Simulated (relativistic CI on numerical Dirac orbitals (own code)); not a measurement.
Radial parameters of Mo8+

Calculated at this level of theory: Dirac-Coulomb-Breit CI, separate exchange-only KLI orbitals for each configuration, QED by a radiative potential, unscaled Slater integrals (own radial code, finite nucleus).

Slater integrals F^k, G^k are unscaled and averaged over j, outside the closed core [Ar] 3d10; ζ comes from projecting the Hamiltonian with its Breit term on Σ l·s of the shell.

- 4s2.4p4: F^2(4p,4p) = 94449, ζ(4p) = 16433 cm⁻¹; <r>(4p) = 1.111, <r^2>(4p) = 1.393 (bohr units).
- 4s.4p5: G^1(4s,4p) = 125520, ζ(4p) = 16383 cm⁻¹; <r>(4s) = 1.036, <r^2>(4s) = 1.207, <r>(4p) = 1.11, <r^2>(4p) = 1.393 (bohr units).
- 4s2.4p3.4d: F^2(4p,4p) = 94627, ζ(4p) = 16634, F^2(4p,4d) = 85298, G^1(4p,4d) = 107820, G^3(4p,4d) = 67431, ζ(4d) = 1402.7 cm⁻¹; <r>(4p) = 1.108, <r^2>(4p) = 1.387, <r>(4d) = 1.273, <r^2>(4d) = 1.851 (bohr units).

In this model ζ of a weakly bound d, f or g electron outside closed shells comes out too small, for d by up to a factor of two or three and at times with the wrong sign; that of an outer p electron is too small as well.

Averages of the first 10 configurations, taken without configuration mixing, which lowers the lowest level and can move excited configurations by several eV; other configurations of the list can lie among them:

```csv
Configuration,Parity,States,Average energy above the lowest level (eV)
4s2.4p4,even,15,4.5
4s.4p5,odd,12,37.3
4p6,even,1,74.4
4s2.4p3.4d,odd,200,49.5
4s.4p4.4d,even,300,80.5
4s2.4p3.4f,even,280,92.1
4s.4p4.4f,odd,420,123.5
4s2.4p3.5s,odd,40,77.4
4p5.4d,odd,60,115.9
4s2.4p3.5p,even,120,88.1
```
